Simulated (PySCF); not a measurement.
# Spinor energies of Xe³⁺ (xenon, charge +3)

Start: [Kr] 4d10 5s2 5p3; 5p3/2 filled at m_j = -1/2, +1/2, +3/2. Calculated with PySCF 2.14 in x2c-SVPall-2c with one added diffuse shell each of s, p type (7s9p4d, 54 functions): generalised Hartree-Fock with the X2C-1e Hamiltonian and a Gaussian nucleus; one run each with spin-orbit coupling (SO) switched off, then screened by Boettger's factors. This is a chosen level, not necessarily the ground level.

```json
{"spinor shell": "1s1/2", "electrons": "2", "ε, spin-free (eV)": "-34756.7", "ε, screened SO (eV)": "-34752.7", "weight of nominal j (screened SO)": "1.000", "rms radius, screened SO (bohr)": "0.0305"}
{"spinor shell": "2s1/2", "electrons": "2", "ε, spin-free (eV)": "-5539.1", "ε, screened SO (eV)": "-5537.9", "weight of nominal j (screened SO)": "1.000", "rms radius, screened SO (bohr)": "0.124"}
{"spinor shell": "2p1/2", "electrons": "2", "ε, spin-free (eV)": "-4968.2", "ε, screened SO (eV)": "-5194.4", "weight of nominal j (screened SO)": "1.000", "rms radius, screened SO (bohr)": "0.107"}
{"spinor shell": "2p3/2", "electrons": "4", "ε, spin-free (eV)": "-4968.2", "ε, screened SO (eV)": "-4866.4", "weight of nominal j (screened SO)": "1.000", "rms radius, screened SO (bohr)": "0.112"}
{"spinor shell": "3s1/2", "electrons": "2", "ε, spin-free (eV)": "-1203.7", "ε, screened SO (eV)": "-1203.3", "weight of nominal j (screened SO)": "1.000", "rms radius, screened SO (bohr)": "0.326"}
{"spinor shell": "3p1/2", "electrons": "2", "ε, spin-free (eV)": "-1014.7", "ε, screened SO (eV)": "-1058.8", "weight of nominal j (screened SO)": "1.000", "rms radius, screened SO (bohr)": "0.318"}
{"spinor shell": "3p3/2", "electrons": "4", "ε, spin-free (eV)": "-1014.7", "ε, screened SO (eV)": "-994.60", "weight of nominal j (screened SO)": "1.000", "rms radius, screened SO (bohr)": "0.330"}
{"spinor shell": "3d3/2", "electrons": "4", "ε, spin-free (eV)": "-734.51", "ε, screened SO (eV)": "-742.13", "weight of nominal j (screened SO)": "1.000", "rms radius, screened SO (bohr)": "0.303"}
{"spinor shell": "3d5/2", "electrons": "6", "ε, spin-free (eV)": "-734.51", "ε, screened SO (eV)": "-728.97", "weight of nominal j (screened SO)": "1.000", "rms radius, screened SO (bohr)": "0.305"}
{"spinor shell": "4s1/2", "electrons": "2", "ε, spin-free (eV)": "-263.10", "ε, screened SO (eV)": "-262.93", "weight of nominal j (screened SO)": "1.000", "rms radius, screened SO (bohr)": "0.762"}
{"spinor shell": "4p1/2", "electrons": "2", "ε, spin-free (eV)": "-200.46", "ε, screened SO (eV)": "-209.28", "weight of nominal j (screened SO)": "0.999", "rms radius, screened SO (bohr)": "0.798"}
{"spinor shell": "4p3/2", "electrons": "4", "ε, spin-free (eV)": "-200.46", "ε, screened SO (eV)": "-196.30", "weight of nominal j (screened SO)": "0.999", "rms radius, screened SO (bohr)": "0.823"}
{"spinor shell": "4d3/2", "electrons": "4", "ε, spin-free (eV)": "-106.10", "ε, screened SO (eV)": "-107.27", "weight of nominal j (screened SO)": "0.973", "rms radius, screened SO (bohr)": "0.944"}
{"spinor shell": "4d5/2", "electrons": "6", "ε, spin-free (eV)": "-106.10", "ε, screened SO (eV)": "-105.12", "weight of nominal j (screened SO)": "0.982", "rms radius, screened SO (bohr)": "0.945"}
{"spinor shell": "5s1/2", "electrons": "2", "ε, spin-free (eV)": "-56.071", "ε, screened SO (eV)": "-56.022", "weight of nominal j (screened SO)": "1.000", "rms radius, screened SO (bohr)": "1.88"}
{"spinor shell": "5p3/2", "electrons": "3", "ε, spin-free (eV)": "-43.386", "ε, screened SO (eV)": "-43.382", "weight of nominal j (screened SO)": "0.538", "rms radius, screened SO (bohr)": "2.14"}
```

```csv
quantity,spin-free,screened SO
E (hartree),-7439.32572,-7441.69832
M_J,3/2,3/2
⟨J²⟩,3.751,3.758
⟨L²⟩,0.000,0.213
⟨S²⟩,3.751,3.514
```

Each row is a mean over spinors that exchange with the open shell spreads, by up to 8.298 eV (5s1/2).

Rows whose weight is well below 1 are mixtures of j = l ± 1/2: exchange outweighs spin-orbit coupling there, and the label is only the starting occupation.

Breit and QED terms are absent; they matter most for the inner s and p1/2 levels.

Densities and radii are taken from the X2C orbitals without a picture-change correction, which distorts them close to the nucleus.

Without spin-orbit coupling the j labels of p, d and f shells carry no meaning; the spin-free column gives the mean over the occupied spinors of each nl shell.
